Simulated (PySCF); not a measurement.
C5H10F2OSi.
Geometry (PBE0-D3(BJ)/def2-SVP, Å), atoms numbered from 1 in this order:
```
atom  x, y, z in Å
F1     1.7695   -0.1056   -1.5255
C2     2.2232   -0.0509   -0.2350
F3     2.8754   -1.2194    0.0186
Si4    0.7311    0.1280    0.9679
C5    -0.3481    1.5720    0.4258
C6    -1.2342    1.1403   -0.7499
O7    -1.9846   -0.0144   -0.4772
C8    -1.2526   -1.2140   -0.4791
C9    -0.3650   -1.3842    0.7595
H10    2.9708    0.7637   -0.1893
H11    1.3044    0.2826    2.3389
H12   -0.9904    1.8588    1.2761
H13    0.2454    2.4620    0.1579
H14   -1.9640    1.9299   -0.9871
H15   -0.6094    0.9861   -1.6520
H16   -0.6309   -1.2807   -1.3936
H17   -1.9973   -2.0235   -0.5287
H18   -0.9986   -1.4903    1.6561
H19    0.2425   -2.3003    0.6777
```

The calculation used PySCF, TDDFT B3LYP/def2-SVPD, vertical, gas phase, core orbitals frozen in the response.

Transition dipole moments from the ground state, in atomic units and in the frame of the coordinates above (overall signs are arbitrary), for the states with f of 0.002 or more among the lowest 7:

```csv
state,E (eV),μx,μy,μz
S1,6.648,-0.021,0.033,-0.118
S2,6.874,-0.030,-0.107,-0.047
S3,7.195,-0.094,0.009,-0.163
S4,7.367,-0.135,-0.041,-0.018
S5,7.435,0.114,-0.037,-0.258
S6,7.459,0.104,0.254,-0.143
S7,7.529,0.113,0.037,-0.022
```

(1) What oscillator strength does each state have?

(2) Which bond between heavy atoms lies closest to the direction of the S6 transition dipole?

(3) What angle do the transition dipoles of S5 and S6 make?

## Answers

(1) f = (2/3) ΔE |μ|² with ΔE in hartree (27.2114 eV).

| state | \|μ\|² (au) | \|μ\| (D) | f |
| --- | --- | --- | --- |
| S1 | 0.015 | 0.32 | 0.003 |
| S2 | 0.015 | 0.31 | 0.002 |
| S3 | 0.035 | 0.48 | 0.006 |
| S4 | 0.020 | 0.36 | 0.004 |
| S5 | 0.081 | 0.72 | 0.015 |
| S6 | 0.096 | 0.79 | 0.017 |
| S7 | 0.015 | 0.31 | 0.003 |

(2) C6–O7, at 19° from it; next Si4–C9 at 36°.

(3) |cos θ| = |μa·μb| / (|μa| |μb|) = 0.45, so θ ≈ 63° (taken between 0 and 90°, since the signs are arbitrary).

All these states lie below the vertical ionisation energy of 9.51 eV (ΔSCF).

One conformer stands for the species.

Without π bonds the low states may be Rydberg-like; a valence basis with one diffuse set may place them up to an eV too high.
